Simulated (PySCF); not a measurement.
A structure optimised at B3LYP-D3(BJ)/def2-SVP, used in a PySCF frequency run:

```
N
C 1 1.4445
H 2 1.1013 1 111.18
H 2 1.1111 3 107.48 1 122.92
H 2 1.1111 3 107.48 4 114.15
C 1 1.4445 2 113.07 3 180.00
H 6 1.1013 1 111.18 2 180.00
H 6 1.1111 7 107.48 1 122.92
H 6 1.1111 7 107.48 8 114.15
In 1 2.0507 2 123.46 3 0.00
H 10 1.7245 1 113.75 2 -180.00
H 10 1.7245 11 132.50 7 -180.00
```
Charge 0, spin multiplicity 1.

Problem. Write its SMILES, formula and point group.

Solution. C[N](C)[InH2], C2H8InN, C2v

Problem. What are its rotational constants (standard atomic weights)?

Solution. 8.6419, 2.1405, 1.7536 GHz
